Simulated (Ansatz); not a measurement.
```yaml
crystal:
  periodic: [false, false, false]
  atoms:
    - {symbol: C, position_ang: [-0.668868, 1.790698, -0.823769]}
    - {symbol: Sc, position_ang: [-0.115154, -0.207130, -0.095528]}
    - {symbol: C, position_ang: [1.423286, -0.384039, 1.462967]}
    - {symbol: N, position_ang: [-0.977713, -1.823983, -0.837863]}
    - {symbol: H, position_ang: [0.166208, 2.499755, -0.743756]}
    - {symbol: H, position_ang: [-1.492479, 2.218829, -0.234224]}
    - {symbol: H, position_ang: [-1.001878, 1.800068, -1.869776]}
    - {symbol: H, position_ang: [1.043255, -0.876531, 2.368975]}
    - {symbol: H, position_ang: [2.285675, -0.980113, 1.133452]}
    - {symbol: H, position_ang: [1.813202, 0.594447, 1.772905]}
    - {symbol: H, position_ang: [-1.686669, -1.848566, -1.561587]}
    - {symbol: H, position_ang: [-0.788856, -2.783434, -0.571810]}
basis:
  gaussian: {orbitals: "6-31G*", nuclear_model: gaussian}
hamiltonian: {xc: {name: B97}}
output: {forces: true}
```

```sh
$ ansatz run in.yaml --threads 4 --pin off --events-out ev --progress --plain --max-ram 10444MiB
```

Shortened log:

```
Functional definition: B97
1039 factors; integrals over basis functions are off by at most 6.1e-4 eV
mean field evaluation 1: about -24371.8456 eV, gradient 8.9e1 eV
mean field evaluation 2: about -24261.0795 eV, gradient 2.4e2 eV
mean field evaluation 4: about -24389.1450 eV, gradient 1.4e1 eV
mean field evaluation 8: about -24389.9134 eV, gradient 7.2e-1 eV
mean field evaluation 16: about -24389.9152 eV, gradient 3.4e-5 eV
mean field -24389.91516281 eV, -896.3128501550 hartree, gradient 3.4e-5 eV, S^2 0.000000; 0 other end points of the search recorded, 0 dependent functions left out
reference -24389.91522201 eV, -896.3128523307 hartree; 24, 24 occupied and 73, 73 virtual orbitals, 1039 factors
Total energy: -24389.91522201 eV, -896.3128523307 hartree
Atom 0 at    -0.668868     1.790698    -0.823769 Å, force     0.041847    -0.155933     0.063498 eV/Å
Atom 1 at    -0.115154    -0.207130    -0.095528 Å, force    -0.058449    -0.109958    -0.055659 eV/Å
Atom 2 at     1.423286    -0.384039     1.462967 Å, force    -0.121397     0.009637    -0.121042 eV/Å
Atom 3 at    -0.977713    -1.823983    -0.837863 Å, force     0.158350     0.301045     0.137551 eV/Å
Atom 4 at     0.166208     2.499755    -0.743756 Å, force     0.134558     0.134859     0.000941 eV/Å
Atom 5 at    -1.492479     2.218829    -0.234224 Å, force    -0.144555     0.090619     0.096595 eV/Å
Atom 6 at    -1.001878     1.800068    -1.869776 Å, force    -0.055212     0.017424    -0.187027 eV/Å
Atom 7 at     1.043255    -0.876531     2.368975 Å, force    -0.053339    -0.078639     0.169890 eV/Å
Atom 8 at     2.285675    -0.980113     1.133452 Å, force     0.163089    -0.096545    -0.046667 eV/Å
Atom 9 at     1.813202     0.594447     1.772905 Å, force     0.079927     0.160502     0.067552 eV/Å
Atom 10 at    -1.686669    -1.848566    -1.561587 Å, force    -0.204648     0.002747    -0.212413 eV/Å
Atom 11 at    -0.788856    -2.783434    -0.571810 Å, force     0.059830    -0.275761     0.086782 eV/Å
Dipole moment:    -0.155625    -0.282392    -0.122989 e Å
```

Hardware: 4 threads of an Arm Neoverse V1 on a shared host. Wall time 4 s, peak host memory 0.55 GiB.
